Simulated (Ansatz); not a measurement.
The cation of CH4Cl2GeOS (`C[O][Ge]([SH])([Cl])[Cl]`) at the neutral geometry.

```yaml
crystal:
  periodic: [false, false, false]
  atoms:
    - {symbol: C, position_ang: [0.226052, -1.566070, 0.392493]}
    - {symbol: O, position_ang: [-0.752279, -0.673068, -0.113334]}
    - {symbol: Ge, position_ang: [-0.491688, 1.053671, 0.026154]}
    - {symbol: S, position_ang: [1.329292, 1.749405, -0.986023]}
    - {symbol: Cl, position_ang: [-2.265372, 1.903525, -0.769955]}
    - {symbol: Cl, position_ang: [-0.265189, 1.595631, 2.078734]}
    - {symbol: H, position_ang: [-0.099920, -2.574901, 0.136353]}
    - {symbol: H, position_ang: [1.209067, -1.388181, -0.056471]}
    - {symbol: H, position_ang: [0.313319, -1.489618, 1.480838]}
    - {symbol: H, position_ang: [0.879619, 1.338406, -2.185789]}
basis:
  gaussian: {orbitals: def2-TZVPP}
total_charge: 1
magnetization: {spin_polarized: true, initial_magnetization: 1}
hamiltonian: {xc: {name: B3LYP}, dispersion: d4}
```

```sh
$ ansatz run in.yaml --threads 2 --pin off --events-out ev --progress --plain --max-ram 32768MiB --backend cpu
```

Output, abridged:

```
Functional definition: B3LYP
1878 factors; their error is unknown
mean field evaluation 1: about -95532.9554 eV, gradient 5.8e1 eV
mean field evaluation 2: about -95350.2639 eV, gradient 1.6e2 eV
mean field evaluation 4: about -95545.4877 eV, gradient 1.7e1 eV
mean field evaluation 8: about -95546.3894 eV, gradient 7.0e-1 eV
mean field evaluation 16: about -95546.6592 eV, gradient 1.8e-2 eV
mean field evaluation 32: about -95546.6592 eV, gradient 5.1e-5 eV
mean field -95546.65921167 eV, -3511.2749621773 hartree, gradient 1.8e-5 eV, S^2 0.757052; 10 other end points of the search recorded, 0 dependent functions left out
reference -95546.65951844 eV, -3511.2749734506 hartree; 50, 49 occupied and 242, 243 virtual orbitals, 1878 factors
Total energy: -95547.18424738 eV, -3511.2942568836 hartree
```

Hardware: 2 threads of a server CPU on a shared host. Wall time 3.9 min, peak host memory 1.9 GiB.
